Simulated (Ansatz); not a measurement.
Species: C₄H₄NS, net charge 0, doublet state. It need not be the lowest isomer of its formula. 
Geometry from a B3LYP-D3(BJ)/def2-TZVP (Ansatz, a quantum-chemistry and plane-wave program) optimisation:
```xyz
10

N     -2.3534    -0.5836     0.0088
C     -0.9898    -0.3008     0.0131
C      0.0091    -1.2051    -0.4306
C      1.2837    -0.7875    -0.4385
S      1.3223     0.8519     0.1341
C     -0.3917     0.8842     0.3623
H     -2.5680    -1.5626     0.1202
H     -2.9032    -0.0099     0.6292
H      2.1875    -1.2946    -0.7288
H     -0.8674     1.7778     0.7340
```
Charge 0, spin multiplicity 2.

Total electronic energies in hartree. Valence correlation only, unless marked. UHF or UKS for open shells. No spin-orbit coupling. No relativistic terms. Basis-set limits of correlation are two-point, X^-3; Hartree-Fock from the larger set. [CCSD(T)-MP2]/basis is that difference in the basis named.

The UHF reference is spin-contaminated (<S^2> 0.35 over the pure value in the largest basis). 

```tsv
level	program	energy (Eh)
HF/cc-pV(T+d)Z	Ansatz	-605.78284
r2SCAN-D3(BJ)/def2-TZVPD	Ansatz + dftd3	-607.62993
BHLYP/def2-TZVPD	Ansatz	-607.63243
r2SCANh/def2-TZVPD	Ansatz	-607.61362
B2PLYP-D3(BJ)/def2-TZVPD	Ansatz + dftd3	-607.46680
B2PLYP-D4/def2-TZVPD	Ansatz + dftd4	-607.46554
MP2/CBS(cc-pV(T+d)Z,cc-pV(Q+d)Z)	Ansatz	-606.8753
RI-MP2/CBS(cc-pV(T+d)Z,cc-pV(Q+d)Z)	Ansatz	-606.8749
CCSD/cc-pwCVTZ	Ansatz	-606.80212
CCSD/CBS(cc-pV(T+d)Z,cc-pV(Q+d)Z)	Ansatz	-606.9041
CCSD(T)/STO-3G	Ansatz	-599.10698
CCSD(T)/6-31G*	Ansatz	-606.50446
CCSD(T)/cc-pVTZ	Ansatz	-606.83910
RI-MP2/CBS(cc-pV(T+d)Z,cc-pV(Q+d)Z)+[CCSD(T)-MP2]/cc-pV(Q+d)Z	Ansatz	-606.9716
CCSD(T)/CBS(cc-pV(T+d)Z,cc-pV(Q+d)Z)	Ansatz	-606.9679
```

Totals of different functionals don't rank their quality; only differences between species are comparable.
